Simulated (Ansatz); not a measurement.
A set of 12 reactions (ligand exchange), with CCSD(T)/CBS values in kJ/mol:

```json
{"reaction": "`F[SiH](Cl)[GeH3]` + `C=CN[SiH2]Cl` → `C=C[N]([GeH3])[SiH2]Cl` + `F[SiH2]Cl`", "ΔE": "-3.6"}
{"reaction": "`B[O][AlH][CH3]` + `[SiH3]N[SiH3]` → `[CH3][AlH][N]([SiH3])[SiH3]` + `BO`", "ΔE": "31.5"}
{"reaction": "`B/C([SiH3])=C\\Cl` + `[OH][Al]([Cl])[Cl]` → `B[O][Al]([Cl])[Cl]` + `[SiH3]/C=C/Cl`", "ΔE": "-114.9"}
{"reaction": "`N[SiH2]C[SiH2]N` + `BNC` → `BN(C)[SiH2]N` + `C[SiH2]N`", "ΔE": "-34.9"}
{"reaction": "`C[S][GaH2]` + `C=N` → `C=[N][GaH2]` + CH₃SH", "ΔE": "72.0"}
{"reaction": "`C[SiH2][AsH2]` + `BO` → `BO[SiH2]C` + `[AsH3]`", "ΔE": "-58.4"}
{"reaction": "`C[S][GaH2]` + HCl → `[Cl][GaH2]` + CH₃SH", "ΔE": "-27.6"}
{"reaction": "`NC([SiH3])[SeH]` + `[CH3][In]([NH2])[OH]` → `[CH3][In]([NH2])[O][SiH3]` + `NC[SeH]`", "ΔE": "-123.8"}
{"reaction": "`[F][GeH2][CH2][GeH3]` + `[OH][GeH3]` → `[GeH3][O][GeH3]` + `[CH3][GeH2][F]`", "ΔE": "-39.5"}
{"reaction": "`C[CH]([SiH3])[GeH3]` + `[CH3][AlH][SH]` → `[CH3][AlH][S][GeH3]` + `CC[SiH3]`", "ΔE": "-57.5"}
{"reaction": "`C[SiH](F)[SiH3]` + `S[SiH]1CO1` → `[SiH3]S[SiH]1CO1` + `C[SiH2]F`", "ΔE": "-70.2"}
{"reaction": "`[CH3][GeH2][CH2][AlH2]` + `BO` → `B[O][GeH2][CH3]` + `[CH3][AlH2]`", "ΔE": "-31.0"}
```

Gas-phase electronic energies from Ansatz, PBE0-D4/def2-TZVP geometries. CBS: MP2 limit from def2 TZ/QZ plus the TZ coupled-cluster correction, frozen cores. This one scheme is used for every species. Double bonds are as drawn, so ΔE can hold a change between cis and trans. Functionals use def2-TZVPP. B3LYP here is the variant with VWN-RPA as its local correlation; programs differ in this. def2 core potentials past Kr. For As, Ga, Ge, In, Se outer-core shells are correlated without core-valence functions, which leaves a few kJ/mol of doubt a bond. Scalar relativity is left out up to krypton. Each species was taken in one conformer, which may not be the lowest.

Problem. Give the mean, mean absolute and largest difference (level minus CCSD(T)/CBS, kJ/mol) for: r2SCAN-D4, B3LYP-D4, ωB97M-V, B2PLYP, PBE, r2SCAN, PBE0, B3LYP, MP2/def2-TZVPP, HF/def2-QZVPP, MP2/def2-QZVPP, SCS-MP2/def2-QZVPP, HF/CBS(def2), CCSD/CBS(def2). (Estimate.)

Solution. Ansatz gave: 
```
             level   mean  mean absolute  largest
         r2SCAN-D4    0.9            3.9     14.1
          B3LYP-D4   -1.5            5.2    -10.7
           ωB97M-V   -1.1            2.9     -6.6
            B2PLYP   -3.4            6.5    -12.0
               PBE    7.2            8.9     28.4
            r2SCAN    0.8            4.3     15.9
              PBE0    4.3            6.5     23.1
             B3LYP   -2.2            9.8     19.7
    MP2/def2-TZVPP   -2.7            3.2    -11.5
     HF/def2-QZVPP  -14.6           19.5    -34.1
    MP2/def2-QZVPP   -2.2            2.8    -10.8
SCS-MP2/def2-QZVPP   -5.1            5.8     -9.2
      HF/CBS(def2)  -14.7           19.6    -34.3
    CCSD/CBS(def2)   -1.3            2.5      4.8
```

The largest T1 diagnostic in the set is 0.017, for `C=[N][GaH2]` (customary mark 0.02).

CCSD(T)/CBS is a level of theory with its own doubt, and the functionals carry their triple-zeta basis error, so these figures describe this set and don't rank the functionals.
